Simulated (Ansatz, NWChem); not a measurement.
# Exact exchange and the HOMO–LUMO gap of CBr2Cl2 (dibromodichloromethane)

CBr2Cl2: 5 atoms, total charge 0, spin state singlet. As SMILES, `ClC(Cl)(Br)Br`. The shape is that of a PBE0-D4/def2-TZVP optimisation.

The HOMO–LUMO gap y, in eV, basis 6-31G(d); a is the functional's share of exact exchange. Programs: Ansatz 0.2.0, NWChem 7.3.0.

```
functional  program     a  y (eV)
      TPSS   NWChem     0    4.04
    r2SCAN   Ansatz     0    4.26
     B3LYP   Ansatz   0.2    5.64
   r2SCAN0   Ansatz  0.25       ?
      PBE0   Ansatz  0.25    6.15
     BHLYP   Ansatz   0.5    8.39
```

Problem. Fit y = c + s·a to the known rows and predict r2SCAN0.

Solution. 
1. Means of the 5 rows: a = 0.1900, y = 5.696.
2. Σ(Δa)² = 0.172, Σ(Δa·Δy) = 1.4493, so the slope is 1.4493/0.172 = 8.4262.
3. Intercept: 5.696 − (8.4262) × 0.1900 = 4.095. The largest residual of the fit is 0.17.
4. r2SCAN0: 4.095 + (8.4262) × 0.25 = 6.20 eV.

The run gave 6.38 eV, so the prediction is off by -0.18 eV, about the largest residual. Exact exchange lowers occupied levels and raises empty ones. The rows mix families of semi-local functionals, which the line can't see.
